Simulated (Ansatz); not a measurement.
`Cl[SiH](Cl)Cl` + NH₃ → `N[SiH](Cl)Cl` + HCl  (ligand exchange at the Si–Cl bond)

Program: Ansatz. Geometries: PBE0-D4/def2-TZVP. ΔE: electronic, gas phase. CCSD(T)/CBS is the MP2 limit (def2-TZVPP, def2-QZVPP) plus CCSD(T) − MP2 in def2-TZVPP, frozen cores. This one scheme is used for every species. DFT in def2-TZVPP. HSE06 is defined as in plane-wave codes. Each species was taken in one conformer, which may not be the lowest.

(1) Is it downhill or uphill in electronic energy at CCSD(T)/CBS, and by how much? (An estimate is asked.)

(2) What do these levels give: LDA (SPW92), PBE-D4, PBE0-D4, r2SCANh-D4, r2SCAN0-D4, revPBE, BLYP, r2SCAN0, HSE06, LC-ωPBE, SCS-MP2/def2-TZVPP, MP2/CBS(def2)? (Estimate.)

Largest T1 diagnostic among the species: 0.009.

Answers

(1) The calculation gave: Uphill: ΔE = +29.7 kJ/mol.

(2) Ansatz gave: LDA (SPW92) 25.1, PBE-D4 33.7, PBE0-D4 31.7, r2SCANh-D4 30.9, r2SCAN0-D4 30.0, revPBE 35.9, BLYP 30.0, r2SCAN0 30.1, HSE06 31.7, LC-ωPBE 26.4, SCS-MP2/def2-TZVPP 28.0, MP2/CBS(def2) 33.4 kJ/mol.

Leaving LDA and LC-ωPBE aside and taking each functional with its dispersion term where it has one, the values, not all of them listed here, spread over 9.4 kJ/mol, from CAM-B3LYP-D4 to PBE-D4. LDA lies −8.5 kJ/mol from PBE without D4. From BLYP to BHLYP (50 % exact exchange), in def2-TZVPP and without D4, ΔE moves by −4.2 kJ/mol. At CCSD(T), def2-SVP lies −3.6 kJ/mol from the extrapolated value and def2-TZVPP −3.4 kJ/mol.
